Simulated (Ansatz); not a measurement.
Geometry optimisation, Ansatz 0.2.0, RKS B3LYP-D4/STO-3G.

Input:

```yaml
crystal:
  periodic: [false, false, false]
  atoms:
    - { symbol: C, position_ang: [0.5933, 1.6205, -1.9206] }
    - { symbol: Si, position_ang: [1.2841, 1.3069, -0.282] }
    - { symbol: Si, position_ang: [1.2782, -0.9584, 0.0871] }
    - { symbol: Si, position_ang: [-0.7851, -1.6908, 0.1151] }
    - { symbol: Si, position_ang: [-1.9133, -0.6907, 1.8669] }
    - { symbol: H, position_ang: [-0.4931, 1.3386, -1.992] }
    - { symbol: H, position_ang: [0.5731, 2.743, -2.1327] }
    - { symbol: H, position_ang: [1.142, 1.1945, -2.7439] }
    - { symbol: H, position_ang: [2.6786, 1.8597, -0.1855] }
    - { symbol: H, position_ang: [0.5027, 1.9818, 0.809] }
    - { symbol: H, position_ang: [2.0676, -1.6442, -0.9571] }
    - { symbol: H, position_ang: [1.9899, -1.2589, 1.4176] }
    - { symbol: H, position_ang: [-0.9434, -3.1581, 0.251] }
    - { symbol: H, position_ang: [-1.5495, -1.3422, -1.1525] }
    - { symbol: H, position_ang: [-1.9493, 0.772, 1.6797] }
    - { symbol: H, position_ang: [-3.3087, -1.1351, 2.0263] }
    - { symbol: H, position_ang: [-1.186, -0.939, 3.1541] }
basis:
  gaussian: { orbitals: STO-3G }
hamiltonian:
  xc: b3lyp
  dispersion: d4
relax:
  f_tol: 0.015
  max_steps: 40
output:
  orbitals: {}
```

Command:

```bash
$ ansatz run input.yaml --threads 1 --pin off --max-ram 2048MiB --backend cpu --events-out ev --progress --plain --runs-dir out
```

**Question.** Where does it end, and by what steps?

**Answer.** The run converged. The force dipped under the threshold on the way, but the program's further checks kept it going. Limits of this set-up: minimal basis. After 23 steps the energy has fallen by 0.615 eV; H6 moved furthest, 0.79 Å.

```csv
step,energy less start (eV),largest force component (eV/Å),accepted
0,0.0000,2.999,yes
1,-0.5413,0.685,yes
2,-0.5978,0.198,yes
3,-0.6051,0.020,yes
4,-0.6060,0.006,yes
5,-0.6066,0.021,yes
6,-0.6068,0.025,yes
7,-0.6073,0.038,yes
8,-0.6072,0.147,no
9,-0.6081,0.045,yes
10,-0.6086,0.094,yes
11,-0.6090,0.077,yes
12,-0.6099,0.007,yes
13,-0.6106,0.015,yes
14,-0.6102,0.166,no
15,-0.6115,0.039,yes
16,-0.6119,0.086,yes
17,-0.6125,0.069,yes
18,-0.6134,0.071,yes
19,-0.6126,0.096,no
20,-0.6144,0.025,yes
21,-0.6137,0.052,no
22,-0.6145,0.022,yes
23,-0.6147,0.008,yes
```

```xyz
17
Properties=species:S:1:pos:R:3
C 0.263 1.731 -1.572
Si 1.517 1.207 -0.270
Si 1.435 -1.018 0.098
Si -0.685 -1.783 0.190
Si -2.005 -0.529 1.517
H -0.761 1.490 -1.259
H 0.307 2.812 -1.754
H 0.443 1.227 -2.531
H 2.835 1.619 -0.702
H 1.224 1.925 0.951
H 2.156 -1.715 -0.945
H 2.116 -1.323 1.337
H -0.699 -3.154 0.651
H -1.245 -1.798 -1.144
H -2.027 0.844 1.064
H -3.367 -1.010 1.528
H -1.527 -0.525 2.881
```

Whether the end is a true minimum wasn't checked by a vibrational analysis.

Time of the run: 110 s on 1 thread of Arm Neoverse V1 (shared host), peak memory 0.15 GiB.
